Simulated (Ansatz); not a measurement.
Isolated molecules relaxed with PBE0-D4/def2-TZVP in Ansatz; ΔE leaves out vibrations. CCSD(T)/CBS adds triple-zeta CCSD(T) − MP2 to the extrapolated MP2 energy (def2 sets, frozen cores). This one scheme is used for every species. For Ge outer-core shells are correlated without core-valence functions, which leaves a few kJ/mol of doubt a bond. Scalar relativity is left out up to krypton. One conformer a species, not always the lowest.

Consider the cleavage of the Ge–B bond: `C[B](F)[GeH2][Cl]` + `[SH][GeH3]` → `[Cl][GeH2][S][GeH3]` + `CBF`.

| species | HF/def2-TZVPP energy (Eh) |
| --- | --- |
| `C[B](F)[GeH2][Cl]` | -2699.95665 |
| `[SH][GeH3]` | -2475.25657 |
| `[Cl][GeH2][S][GeH3]` | -5010.79097 |
| `CBF` | -164.44982 |

**Question.** Work out ΔE.

**Answer.** ΔE = (-5010.79097) + (-164.44982) − (-2699.95665) − (-2475.25657) = -0.02757 Eh = -17.3 kcal/mol. CCSD(T)/CBS gives -16.2 kcal/mol.

**Question.** What do rigid-rotor, harmonic-oscillator terms from PBE0-D4/def2-TZVP frequencies (298.15 K, 1 bar) make of the CCSD(T)/CBS value? (Best estimate.)

**Answer.** The calculation gave: ΔZPE = +1.1 kcal/mol, ΔH = -15.3 kcal/mol, ΔS = -9 J/(mol·K), ΔG = -14.7 kcal/mol. Modes under 50 cm⁻¹ make the entropy rough.

Largest T1 diagnostic among the species: 0.012.

The D4 term adds −1.4 kcal/mol with B3LYP and −0.7 kcal/mol with PBE0; it sums over pairs of atoms, weighted by their polarisabilities, and B3LYP, whose exchange is more repulsive, gets the larger term. From PBE to PBE0 (25 % exact exchange), in def2-TZVPP and without D4, ΔE moves by −1.1 kcal/mol.

B3LYP here is the variant with VWN-RPA as its local correlation; programs differ in this.
